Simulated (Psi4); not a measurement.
C2H9AlO4Si, charge +1, doublet, at a GFN2-xTB geometry (such geometries of metal compounds can be far from the true shape) (a state made from the parent by changing its charge; the spin is typed, not shown lowest); PBE0/STO-3G run with Psi4.

Psi4 was given this input:
```
memory 2 GB

molecule {
1 2
  Al   -0.01944120    1.49296815    0.93481994
  C     1.12383577    3.09556602    0.42530824
  H     2.15946912    2.75049573    0.39875371
  H     0.97362376    3.87882205    1.16763451
  H     0.80092462    3.40757839   -0.57038368
  C    -1.17363057    1.69680514    2.59895152
  H    -1.91487700    0.89501268    2.56071909
  H    -1.63502705    2.68397638    2.57383420
  H    -0.52026336    1.59036090    3.46595264
  O    -0.00279194    0.11835516    0.06961919
  Si    0.01497289   -1.31041999   -0.82388299
  O     1.18820243   -2.20908783   -0.19881595
  O     0.30970440   -0.86659517   -2.33890319
  O    -1.44290777   -1.95739670   -0.63016748
  H     1.01242399   -2.89533962    0.43955139
  H     1.17656559   -0.95107446   -2.72797487
  H    -2.12861261   -1.85896885   -1.28580334
}

set basis sto-3g
set reference uks
set scf_type pk
set puream true
set d_convergence 1e-8
set dft_radial_points 99
set dft_spherical_points 590

energy('pbe0')
print_variables()
```

Task: What does Psi4 print? Leave out banner, timings and long lists.

Result: 
```
   => Loading Basis Set <=

    Name: STO-3G
    Role: ORBITAL
    Keyword: BASIS

         ---------------------------------------------------------
                                   SCF
               by Justin Turney, Rob Parrish, Andy Simmonett
                          and Daniel G. A. Smith
                              UKS Reference
         ---------------------------------------------------------

  ==> Geometry <==

    Molecular point group: c1
    Full point group: C1

    Geometry (in Angstrom), charge = 1, multiplicity = 2:

       Center              X                  Y                   Z               Mass
    ------------   -----------------  -----------------  -----------------  -----------------
         AL          -0.019806224983     1.544977618562     0.967863024557    26.981538530000
         C            1.123470745017     3.147575488562     0.458351324557    12.000000000000
         H            2.159104095017     2.802505198562     0.431796794557     1.007825032230
         H            0.973258735017     3.930831518562     1.200677594557     1.007825032230
         H            0.800559595017     3.459587858562    -0.537340595443     1.007825032230
         C           -1.173995594983     1.748814608562     2.631994604557    12.000000000000
         H           -1.915242024983     0.947022148562     2.593762174557     1.007825032230
         H           -1.635392074983     2.735985848562     2.606877284557     1.007825032230
         H           -0.520628384983     1.642370368562     3.498995724557     1.007825032230
         O           -0.003156964983     0.170364628562     0.102662274557    15.994914619570
         SI           0.014607865017    -1.258410521438    -0.790839905443    27.976926534650
         O            1.187837405017    -2.157078361438    -0.165772865443    15.994914619570
         O            0.309339375017    -0.814585701438    -2.305860105443    15.994914619570
         O           -1.443272794983    -1.905387231438    -0.597124395443    15.994914619570
         H            1.012058965017    -2.843330151438     0.472594474557     1.007825032230
         H            1.176200565017    -0.899064991438    -2.694931785443     1.007825032230
         H           -2.128977634983    -1.806959381438    -1.252760255443     1.007825032230

  Running in c1 symmetry.

  Rotational constants: A =      0.07363  B =      0.02511  C =      0.02203 [cm^-1]
  Rotational constants: A =   2207.23742  B =    752.89174  C =    660.43467 [MHz]
  Nuclear repulsion =  551.793341804028387

  Charge       = 1
  Multiplicity = 2
  Electrons    = 79
  Nalpha       = 40
  Nbeta        = 39

  ==> Algorithm <==

  SCF Algorithm Type is PK.
  DIIS enabled.
  MOM disabled.
  Fractional occupation disabled.
  Guess Type is SAD.
  Energy threshold   = 1.00e-06
  Density threshold  = 1.00e-08
  Integral threshold = 1.00e-12

  ==> Primary Basis <==

  Basis Set: STO-3G
    Blend: STO-3G
    Number of shells: 37
    Number of basis functions: 57
    Number of Cartesian functions: 57
    Spherical Harmonics?: true
    Max angular momentum: 1

  ==> DFT Potential <==

   => LibXC <=

    Version 7.1.2
    S. Lehtola, C. Steigemann, M. J. T. Oliveira, and M. A. L. Marques,  SoftwareX 7, 1–5 (2018) (10.1016/j.softx.2017.11.002)

   => Composite Functional: PBE0 <=

    PBE0 Hyb-GGA Exchange-Correlation Functional

    C. Adamo and V. Barone,  J. Chem. Phys. 110, 6158 (1999) (10.1063/1.478522)
    M. Ernzerhof and G. E. Scuseria,  J. Chem. Phys. 110, 5029 (1999) (10.1063/1.478401)

    Deriv               =              1
    GGA                 =           TRUE
    Meta                =          FALSE

    Exchange Hybrid     =           TRUE
    MP2 Hybrid          =          FALSE

   => Exchange Functionals <=

    0.7500   Perdew, Burke & Ernzerhof

   => Exact (HF) Exchange <=

    0.2500               HF

   => Correlation Functionals <=

    1.0000   Perdew, Burke & Ernzerhof

[...]
   @UKS iter   3:  -902.30620555362839   -4.37750e-01   2.97006e-03 DIIS/ADIIS
   @UKS iter   4:  -902.32180013354127   -1.55946e-02   2.52683e-03 DIIS/ADIIS
   @UKS iter   5:  -902.33186466120219   -1.00645e-02   1.08083e-03 DIIS/ADIIS
   @UKS iter   6:  -902.33462201122552   -2.75735e-03   7.57084e-04 DIIS/ADIIS
   @UKS iter   7:  -902.33573256753868   -1.11056e-03   3.08501e-04 DIIS/ADIIS
   @UKS iter   8:  -902.33597252735376   -2.39960e-04   8.50440e-05 DIIS
   @UKS iter   9:  -902.33599038223224   -1.78549e-05   4.33002e-05 DIIS
   @UKS iter  10:  -902.33599623593682   -5.85370e-06   1.58324e-05 DIIS
   @UKS iter  11:  -902.33599706309610   -8.27159e-07   6.48703e-06 DIIS
   @UKS iter  12:  -902.33599724895203   -1.85856e-07   2.83777e-06 DIIS
   @UKS iter  13:  -902.33599728412946   -3.51774e-08   4.96167e-07 DIIS
   @UKS iter  14:  -902.33599728660931   -2.47985e-09   2.69689e-07 DIIS
   @UKS iter  15:  -902.33599728706815   -4.58840e-10   1.49280e-07 DIIS
   @UKS iter  16:  -902.33599728730178   -2.33626e-10   7.08250e-08 DIIS
   @UKS iter  17:  -902.33599728740228   -1.00499e-10   3.68667e-08 DIIS
   @UKS iter  18:  -902.33599728745867   -5.63887e-11   2.79859e-08 DIIS
   @UKS iter  19:  -902.33599728748607   -2.73985e-11   8.31124e-09 DIIS
  Energy and wave function converged.

  ==> Post-Iterations <==

   Electrons on quadrature grid:
      Nalpha   =   39.9999996818 ; deviation = -3.182e-07
      Nbeta    =   38.9999997349 ; deviation = -2.651e-07
      Ntotal   =   78.9999994167 ; deviation = -5.833e-07

   @Spin Contamination Metric:   7.540185089E-03
   @S^2 Expected:                7.500000000E-01
   @S^2 Observed:                7.575401851E-01
   @S   Expected:                5.000000000E-01
   @S   Observed:                5.000000000E-01

    Orbital Energies [Eh]
    ---------------------

    Alpha Occupied:

[...]
      40A     -0.347411

    Alpha Virtual:

[...]
    Beta Occupied:

[...]
    Beta Virtual:

[...]
    Final Occupation by Irrep:
              A
    DOCC [    39 ]
    SOCC [     1 ]
    NA   [    40 ]
    NB   [    39 ]

  @UKS Final Energy:  -902.33599728748607

   => Energetics <=

    Nuclear Repulsion Energy =            551.7933418040283868
    One-Electron Energy =               -2337.4201958992071013
    Two-Electron Energy =                 949.8040152820460662
    DFT Exchange-Correlation Energy =     -66.5131584743533892
    Empirical Dispersion Energy =           0.0000000000000000
    VV10 Nonlocal Energy =                  0.0000000000000000
    Total Energy =                       -902.3359972874860659

  UHF NO Occupations:
  HONO-2 :   38  A 1.9984798
  HONO-1 :   39  A 1.9984317
  HONO-0 :   40  A 1.0000000
  LUNO+0 :   41  A 0.0015683
  LUNO+1 :   42  A 0.0015202
  LUNO+2 :   43  A 0.0002103
  LUNO+3 :   44  A 0.0001485

Computation Completed

Properties will be evaluated at   0.000000,   0.000000,   0.000000 [a0]

Properties computed using the SCF density matrix

 Multipole Moments:

 ------------------------------------------------------------------------------------
     Multipole            Electronic (a.u.)      Nuclear  (a.u.)        Total (a.u.)
 ------------------------------------------------------------------------------------

 L = 1.  Multiply by 2.5417464519 to convert [e a0] to [Debye]
 Dipole X            :          0.0136881           -0.0551836           -0.0414955
 Dipole Y            :         -7.2427055            7.8626920            0.6199865
 Dipole Z            :         -4.6944714            4.9953907            0.3009193
 Magnitude           :                                                    0.6904039

 ------------------------------------------------------------------------------------

  Variable Map:
  ----------------------------------------------------------------------------
[...]
  Array Variable Map:
  ----------------------------------------------------------------------------
[...]
[...]
```
